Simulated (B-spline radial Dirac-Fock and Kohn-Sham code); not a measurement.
## Magnetic form factor of the 5d shell of Os⁺

System: Os⁺ in the configuration 1s2 2s2 2p6 3s2 3p6 3d10 4s2 4p6 4d10 4f14 5s2 5p6 5d6 6s1, inside a Watson sphere of charge -1 and radius 2.4 Å (a model of the Madelung potential; inside it an electron's potential energy is raised by 6.0 eV).

The computed values come from a radial B-spline solver: configuration-average Dirac-Fock orbitals. ⟨j_K⟩ is the integral of the 5d radial density with the spherical Bessel function j_K(4πsr), s = sin θ/λ.

```tsv
s (Å⁻¹)	⟨j0⟩	⟨j2⟩	⟨j4⟩
0	1.0000	0.0000	0.0000
0.05	0.9374	0.0247	0.0003
0.1	0.7738	0.0851	0.0038
0.15	0.5650	0.1517	0.0150
0.2	0.3641	0.2000	0.0345
0.25	0.2024	0.2199	0.0581
0.3	0.0887	0.2138	0.0807
0.35	0.0186	0.1899	0.0981
0.4	-0.0182	0.1569	0.1084
0.45	-0.0322	0.1217	0.1115
0.5	-0.0324	0.0886	0.1085
0.6	-0.0151	0.0374	0.0904
0.7	0.0043	0.0081	0.0658
0.8	0.0163	-0.0042	0.0423
0.9	0.0204	-0.0063	0.0237
1	0.0191	-0.0034	0.0108
1.1	0.0151	0.0010	0.0031
1.2	0.0104	0.0049	-0.0007
1.4	0.0027	0.0091	-0.0014
1.6	-0.0008	0.0089	0.0014
```

Radial moments of the shell: ⟨r²⟩ = 3.524, ⟨r⁴⟩ = 23.13, ⟨r⁶⟩ = 266.9 in powers of bohr.
